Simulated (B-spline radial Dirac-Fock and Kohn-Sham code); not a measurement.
K-line shifts caused by a second vacancy in As³⁺

System: the As³⁺ ion, [Ar] 3d10 4s2.

The computed values come from a radial B-spline solver: Dirac-Fock ΔSCF + Breit + QED. Each two-hole energy is an average over J within one jj subconfiguration, not an observable level; in light atoms, where LS coupling holds, the j-resolved values are not observed lines, and for a K spectator the Kα1 hypersatellite is nearly forbidden. Correlation energy is missing from these numbers.

Lines without a spectator: Kα2 (K-L2) 10507.2 eV, Kα1 (K-L3) 10543.1 eV, Kβ3 (K-M2) 11719.4 eV, Kβ1 (K-M3) 11724.4 eV. Shifts in eV with one spectator hole (a dash: not computed, or left out as unreliable):

```csv
spectator hole,Kα2,Kα1,Kβ3,Kβ1
K (1s),+354.5,+359.1,+444.7,+445.5
L2 (2p1/2),+35.0,+43.0,–,+94.0
L3 (2p3/2),+38.4,+37.2,+89.1,–
M2 (3p1/2),–,+3.53,+7.70,+9.90
M3 (3p3/2),+3.07,–,+9.10,+8.57
M4 (3d3/2),-0.04,-1.23,–,–
M5 (3d5/2),-1.36,-0.57,–,–
```

With n spectator holes in 2p, averaged over the 2p shell (energies in eV):

```
n     KαLⁿ   step  hypersatellite KαʰLⁿ
0  10531.1      –               10888.7
1  10570.0  +38.9               10928.8
2  10610.0  +40.0               10970.0
3  10651.1  +41.1               11012.3
4  10693.3  +42.2               11055.7
5  10736.6  +43.3               11100.3
```
